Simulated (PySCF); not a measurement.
**Dipole moment and polarisability of `CO[Si](N)(N)[SiH3]`**

Species: CH10N2OSi2.
Structure used (GFN2-xTB), in Å, numbered top down from 1:
```
atom  x, y, z in Å
C1     1.686    1.426   -0.608
O2     0.761    1.127    0.391
Si3   -0.199   -0.201    0.481
N4     0.866   -1.567    0.569
N5    -1.135   -0.017    1.927
Si6   -1.582   -0.467   -1.328
H7     2.434    0.634   -0.698
H8     1.187    1.545   -1.574
H9     2.180    2.361   -0.341
H10    1.684   -1.496    1.154
H11    0.459   -2.481    0.677
H12   -0.639    0.099    2.798
H13   -1.910    0.626    1.909
H14   -0.877   -0.412   -2.617
H15   -2.306   -1.743   -1.327
H16   -2.615    0.576   -1.425
```

Level: PBE0/def2-SVPD (PySCF), static field, nuclei fixed, core orbitals frozen in the response. The polarisability tensor in these axes (au):

```
x   90.06  3.39  3.19
y    3.39 81.92 -0.48
z    3.19 -0.48 90.12
```

Give the principal values, the mean and the anisotropy Δα = √{½[(α1 − α2)² + (α2 − α3)² + (α1 − α3)²]}.

Principal values 80.43, 88.00 and 93.67 au; mean 87.36 au = 12.95 Å³ = 14.40 × 10⁻⁴⁰ C²·m²/J; Δα = 11.50 au (13 % of the mean).

What is the dipole moment, and where does it point?

(0.92, -0.03, 0.99) D, 1.35 D in size, pointing from the negative to the positive side. Measured along this direction, the outermost atoms are H16 at the negative end and H10 at the positive end.

Find the Langevin capture rate constant for H3+ (3.023 u) meeting this molecule (122.033 u), k = 2.342 × 10⁻⁹ cm³/s × √(α in Å³ / reduced mass in u).

The reduced mass is 2.95 u, so k = 4.91 × 10⁻⁹ cm³/s. The formula leaves out the permanent dipole, which adds to the capture rate.

Rayleigh depolarisation ratio (linearly polarised light, static tensor)?

ρ = 3Δα²/(45ᾱ² + 4Δα²) = 396.9/(343463 + 529.2) = 0.00115.

Give the eigenvalues of the traceless quadrupole moment Θ = ½Σq(3rr − r²1), origin at the centre of nuclear charge.

-3.41, 0.17, 3.24 D·Å. The values depend on the origin, since the dipole doesn't vanish. The electronic extent ⟨r²⟩ about the same centre is 1016 bohr², a root-mean-square distance of 2.08 Å for the 66 electrons.

Orientational against electronic polarisability at 350 K (dilute gas, rigid molecules)?

In Gaussian units μ²/3kT = 12.66 Å³ against 12.95 Å³, a ratio of 0.98; the Debye molar polarisation (4π/3)N_A(α + μ²/3kT) is 64.6 cm³/mol, leaving out the vibrational part.

Isolated species at its GFN2-xTB geometry (one conformer only).
